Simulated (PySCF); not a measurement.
A PySCF script (with the pyscf-properties extension) for the NMR shieldings of `C[NH2+][BH2-]B(Cl)Cl`, CH7B2Cl2N, on a GFN2-xTB geometry:

```python
import basis_set_exchange as bse
import numpy as np
from pyscf import gto, dft
from pyscf.prop import nmr

atoms = """
C    -1.512708    0.180219   -0.571760
N    -0.557406   -0.744241    0.036100
B     0.589402   -0.027381    0.966515
B     1.801662    0.534348   -0.064936
Cl    1.821414    0.001788   -1.758521
Cl    3.140084    1.536346    0.345365
H    -2.255570   -0.344681   -1.174706
H    -2.014676    0.743926    0.211521
H    -0.968396    0.876729   -1.204736
H    -1.046154   -1.434115    0.598392
H    -0.039218   -1.219177   -0.703041
H     0.032277    0.791016    1.625067
H     1.004902   -0.894292    1.677013
"""
names = dict.fromkeys(["C", "N", "B", "Cl", "H"], "pcSseg-1")
basis = {el: gto.basis.parse(bse.get_basis(n, elements=[el], fmt="nwchem")) for el, n in names.items()}
mol = gto.M(atom=atoms, basis=basis, charge=0, verbose=0)
mf = dft.RKS(mol, xc="PBE0")
mf.grids.level = 2
mf.grids.alignment = dft.numint.BLKSIZE   # the property module wants whole blocks of grid points
mf.conv_tol = 1e-9
mf.kernel()

calc = nmr.RKS(mf)   # GIAO
C = mf.mo_coeff
Co = C[:, mf.mo_occ > 0]
resp = mf.gen_response(singlet=True, hermi=2)
def vind(x):   # induced exchange potential for any number of trial vectors
    d = np.einsum("pi,xij,qj->xpq", C, 2 * x.reshape(-1, C.shape[1], Co.shape[1]), Co, optimize=True)
    return np.einsum("xpq,pi,qj->xij", resp(d - d.transpose(0, 2, 1)), C, Co, optimize=True).ravel()
mo1, _ = nmr.rhf.solve_mo1(calc, with_cphf=vind)
sigma = calc.kernel(mo1)
for i, s in enumerate(sigma):   # ppm
    print("%2d %-2s %9.2f" % (i, mol.atom_pure_symbol(i), np.trace(s) / 3))
```

Q: What does it print?

A: 
```
 0 C     151.80
 1 N     221.16
 2 B     121.70
 3 B      17.91
 4 Cl    674.81
 5 Cl    637.12
 6 H      29.21
 7 H      29.29
 8 H      29.01
 9 H      28.78
10 H      27.69
11 H      29.75
12 H      29.46
```

These numbers come from an equivalent density-fitted implementation of the same equations, which agrees with the script to about 0.01 ppm for H and up to a few tenths of a ppm for heavy atoms, so last digits may differ.

Size and cost of the density-fitted run: 151 basis functions, 50 s wall time on 1 thread of an Intel Xeon, shared host; peak memory 0.71 GiB.
